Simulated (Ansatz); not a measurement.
Consider the ligand exchange at the Si–C bond: `B[SiH2]COC` + HBr → `B[SiH2]Br` + `COC`.

Isolated molecules relaxed with PBE0-D4/def2-TZVP in Ansatz; ΔE leaves out vibrations. CCSD(T)/CBS adds triple-zeta CCSD(T) − MP2 to the extrapolated MP2 energy (def2 sets, frozen cores). Functionals use def2-TZVPP. For Br outer-core shells are correlated without core-valence functions, which leaves a few kJ/mol of doubt a bond. Scalar relativity is left out up to krypton. Each species was taken in one conformer, which may not be the lowest.

```tsv
level	ΔE (kJ/mol)
ωB97X-V	-110.2
SCS-MP2/def2-TZVPP	-113.4
```

Task: What does CCSD(T)/CBS give? (Best estimate.)

Result: Ansatz gave: -111.8 kJ/mol. The listed levels differ from it by 1.6, -1.6 kJ/mol.

Largest T1 diagnostic among the species: 0.011.

In def2-TZVPP, CCSD(T) changes the Hartree–Fock value by +19.6 kJ/mol (the triples alone add +2.1 kJ/mol) and MP2 by +13.4 kJ/mol. From PBE to PBE0 (25 % exact exchange), in def2-TZVPP and without D4, ΔE moves by −5.2 kJ/mol.
